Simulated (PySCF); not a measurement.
PySCF input for AlH₃, SMILES [AlH3], IEF-PCM-ωB97X/def2-TZVPD. Geometry: B3LYP-D3(BJ)/def2-TZVPD. The isomer is the one that the SMILES or the coordinates give; other isomers of the formula were not compared.

```python
import numpy as np
from pyscf import gto, scf, dft
from pyscf.solvent import pcm

mol = gto.M(
    atom='''
    Al    0.00000000    0.00000000    0.00000000
    H     1.58025890    0.00000000    0.00000000
    H    -0.79012946    1.36854435    0.00000000
    H    -0.79012945   -1.36854436    0.00000000
    ''',
    basis='def2-TZVPD',
    charge=0,
    spin=0,
    max_memory=1600,
    verbose=3,
)
mf = dft.RKS(mol, xc='wb97x').density_fit(auxbasis='def2-universal-jkfit')
mf.grids.level = 3
mf.conv_tol = 1e-9
mf.max_cycle = 100
mf.kernel()
res = {}
for name, eps in {'water': 78.355, 'dimethylsulfoxide': 46.826, 'ethylethanoate': 5.9867}.items():
    s = mf.PCM()
    s.with_solvent.method, s.with_solvent.eps, s.with_solvent.lebedev_order = 'IEF-PCM', eps, 29
    s.kernel(mf.make_rdm1())
    res[name] = (s.e_tot, eps, s.dip_moment(), s.mo_energy, s.converged)
    print(f'{name}: electrostatic solvation free energy {(s.e_tot - mf.e_tot) * 627.509474:.3f} kcal/mol')
```

Output:

```
converged SCF energy = -244.196423226345

WARN: PCM is an experimental feature. It is still in testing.
Features and APIs may be changed in the future.

converged SCF energy = -244.203431164299
Dipole moment(X, Y, Z, Debye):  0.00084,  0.00000,  0.00000
water: electrostatic solvation free energy -4.398 kcal/mol

WARN: PCM is an experimental feature. It is still in testing.
Features and APIs may be changed in the future.

converged SCF energy = -244.203329211403
Dipole moment(X, Y, Z, Debye):  0.00080,  0.00000,  0.00000
dimethylsulfoxide: electrostatic solvation free energy -4.334 kcal/mol

WARN: PCM is an experimental feature. It is still in testing.
Features and APIs may be changed in the future.

converged SCF energy = -244.201768602504
Dipole moment(X, Y, Z, Debye):  0.00027,  0.00000, -0.00000
ethylethanoate: electrostatic solvation free energy -3.354 kcal/mol
```

The run converged.

Cost: about 20 core-seconds (a rough figure).
